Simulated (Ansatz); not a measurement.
Input file for CH₄FGaO₂, SMILES `OC[O][GaH][F]`:

```yaml
crystal:
  periodic: [false, false, false]
  atoms:
    - {symbol: O, position_ang: [0.529314, 0.487596, 0.786126]}
    - {symbol: C, position_ang: [0.705195, -0.883913, 0.259963]}
    - {symbol: O, position_ang: [-0.431873, -1.163017, -0.426187]}
    - {symbol: Ga, position_ang: [-1.238568, 0.496251, -0.387272]}
    - {symbol: F, position_ang: [-0.550285, 1.596320, -1.592273]}
    - {symbol: H, position_ang: [1.158382, 1.085578, 0.365079]}
    - {symbol: H, position_ang: [1.611996, -0.886777, -0.360623]}
    - {symbol: H, position_ang: [0.841034, -1.526488, 1.136498]}
    - {symbol: H, position_ang: [-2.625214, 0.794450, 0.218690]}
basis:
  gaussian: {orbitals: def2-SVP}
correlation: {method: ccsd_t}
```

```sh
$ ansatz run in.yaml --threads 4 --pin off --events-out ev --progress --plain --max-ram 10444MiB
```

Log, shortened:

```
Functional definition: HF
1056 factors; integrals over basis functions are off by at most 1.5e-3 eV
mean field evaluation 1: about -60192.6379 eV, gradient 4.7e1 eV
mean field evaluation 2: about -60192.7114 eV, gradient 4.7e1 eV
mean field evaluation 4: about -60196.9980 eV, gradient 3.2e0 eV
mean field evaluation 8: about -60197.0398 eV, gradient 6.4e-2 eV
mean field -60197.03981102 eV, -2212.2004100361 hartree, gradient 7.0e-7 eV, S^2 0.000000; 0 other end points of the search recorded, 0 dependent functions left out
13 core orbitals not correlated: weight in the atoms' cores, before any rotation towards them, 1.000 or more for the frozen orbitals, at most 0.000 for the correlated occupied ones
reference -60197.03981102 eV, -2212.2004100361 hartree; 20, 20 occupied and 75, 75 virtual orbitals, 1056 factors
second order -24.73423729 eV of doubles, -0.00000000 eV of singles
cycle   1  -24.31370666 eV  change    4.2e-1 eV  update   1.2e-1
cycle   2  -24.98941661 eV  change   -6.8e-1 eV  update   3.5e-2
cycle   3  -25.14197742 eV  change   -1.5e-1 eV  update   1.8e-2
cycle   4  -25.13045964 eV  change    1.2e-2 eV  update   4.0e-3
cycle   5  -25.12713716 eV  change    3.3e-3 eV  update   1.9e-3
cycle   6  -25.12794263 eV  change   -8.1e-4 eV  update   5.8e-4
cycle   7  -25.12779122 eV  change    1.5e-4 eV  update   2.2e-4
cycle   8  -25.12766406 eV  change    1.3e-4 eV  update   7.4e-5
cycle   9  -25.12767517 eV  change   -1.1e-5 eV  update   2.7e-5
perturbative correction -0.62725853 eV, -0.0230513260 hartree
Total energy: -60222.79474472 eV, -2213.1468863922 hartree
```

It took 6.5 s on 4 threads of an Intel Xeon Platinum 8259CL on a shared host, with 0.56 GiB of host memory at the peak.

Correlation energy per correlated electron: -0.644 eV. T1 diagnostic: 0.0132.
